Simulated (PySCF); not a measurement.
# One molecule, several mistakes: H3NOSi

Calculated results; nothing here was measured. They come from PySCF 2.14.0, an open-source quantum chemistry program, on an isolated molecule that a program drew, which may never have been made. The molecule is H3NOSi (charge 0, singlet), drawn as the SMILES string `N=[SiH]O`.

Each row is a Hartree-Fock (HF) and frozen-core CCSD(T) single point in the cc-pV(D+d)Z basis, meant for a local HF minimum. Run 1 is clean. Each other run has one planted mistake out of seven kinds, and not every kind appears here: one electron removed, one electron added, multiplicity raised by two, geometry at a saddle point, minimal basis STO-3G, one bond length entered in bohr, all coordinates scaled. The reference is restricted for singlets and unrestricted otherwise, and also for a bond in bohr. Adding or removing an electron swaps singlet and doublet. Electrons count all cores. HOMO and LUMO are orbital energies over both spins, the gradient is its largest component, and the lowest frequency (negative if imaginary) is given only where the gradient is small. Bond lengths are over the 5 bonds as drawn. T1 is the CCSD diagnostic: over 0.02 (restricted) or 0.045 (unrestricted) a single reference is doubtful.

Geometry of the clean run:
```xyz
6
H3NOSi, angstrom
N     0.3234    3.5936    0.0319
Si   -0.2846    2.4218   -0.7876
O    -0.0975    0.8078   -0.7181
H     0.9710    3.6200    0.7916
H    -1.2289    2.6597   -1.8699
H     0.4847    0.4338   -0.0719
```

| run | electrons | basis functions | <S^2> | HOMO (eV) | LUMO (eV) | gradient (hartree/bohr) | lowest frequency (cm^-1) | mean bond (Å) | longest bond (Å) | T1 | HF (hartree) | CCSD(T) (hartree) | mistake |
|---|---|---|---|---|---|---|---|---|---|---|---|---|---|
| 1 | 32 | 66 | 0.000 | -10.16 | 3.38 | 3.4e-05 | 351 | 1.3163 | 1.626 | 0.0170 | -420.01043 | -420.49530 | no fault |
| 2 | 32 | 22 | 0.000 | -6.66 | 8.21 | 3.6e-02 | - | 1.3163 | 1.626 | 0.0202 | -414.83397 | -415.01353 | minimal basis STO-3G |
| 3 | 32 | 66 | 0.801 | -10.34 | 1.22 | 3.4e-02 | - | 1.4848 | 1.789 | 0.0692 | -419.86967 | -420.34565 | one bond length entered in bohr |
| 4 | 32 | 66 | 2.031 | -5.15 | 0.56 | 1.2e-01 | - | 1.3163 | 1.626 | 0.0172 | -419.87667 | -420.32053 | ? |

**Which mistake was planted in run 4, and what did it cost?**

Electrons, basis and geometry are unchanged, and <S^2> is 2.031, beside S(S+1) = 2.00 for a multiplicity of 3. So the mistake is: multiplicity raised by two. Subtracting run 1 and multiplying by 627.51 kcal/mol a hartree, the energy moved by 83.9 kcal/mol in HF and 109.7 kcal/mol in CCSD(T).

Cautions from the logs. Run 2: T1 is over the limit, so its CCSD(T) energy is less reliable; run 3: T1 is over the limit, so its CCSD(T) energy is less reliable.
